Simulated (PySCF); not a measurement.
Simulated Cl 2p region for `ClB(Cl)Cl`, binding energy against the vacuum level.

Every computed line was given a Gaussian of 0.6 eV full width at half maximum and an area set by the number of equivalent atoms (split 2:1 within a doublet); the highest printed point is 100. Method used: delta-SCF UKS SCAN, pcX-2 on the ionised atom, pcseg-1 elsewhere, spin-free X2C (PySCF).

binding energy (eV), intensity and a bar:
```
    206.3          1 
    206.4          2 
    206.5          5 #
    206.6         12 ####
    206.7         25 #######
    206.8         44 #############
    206.9         68 ####################
    207.0         89 ###########################
    207.1        100 ##############################
    207.2         96 #############################
    207.3         79 ########################
    207.4         56 #################
    207.5         34 ##########
    207.6         18 #####
    207.7          8 ##
    207.8          3 #
    207.9          1 
    208.0          1 
    208.1          2 
    208.2          4 #
    208.3          9 ##
    208.4         17 #####
    208.5         28 ########
    208.6         39 ############
    208.7         48 ##############
    208.8         50 ###############
    208.9         45 #############
    209.0         34 ##########
    209.1         23 #######
    209.2         13 ####
    209.3          6 ##
    209.4          3 #
    209.5          1 
    209.6          0
```

Problem. How many maxima does the curve show, and how many computed lines lie under it?

Solution. The curve has 2 maxima (at 207.1 and 208.8 eV). Under it lie 2 lines from 1 inequivalent chlorine site, drawn as a 2p3/2, 2p1/2 pair.

Problem. Decompose the envelope and assign each component. Numbering: `[Cl:1][B:2]([Cl:3])[Cl:4]`.

Solution. 
```tsv
position (eV)	relative area	line	atoms	environment
207.13	2.00	Cl 2p3/2	Cl1/Cl3/Cl4	chlorine bonded to B
208.78	1.00	Cl 2p1/2	Cl1/Cl3/Cl4	chlorine bonded to B
```

No satellites, vibrations or lifetime broadening are included. The first atom of each set that the bonding makes equivalent was ionised and stands for the set. The 2p values aren't plain energy differences: one relaxed spin-free 2p hole is combined with a matrix within the shell (ground-state 2p orbital-energy differences and spin–orbit coupling). 2p3/2, the mean of its two sublevels, lies a third of the splitting below the shell's mean and 2p1/2 two thirds above it; the statistical areas are 2:1. 2p1/2 minus 2p3/2 (ligand field included): Cl 1.65 eV. Isolated species at its PBE0-D3(BJ)/def2-SVP geometry, gas phase.
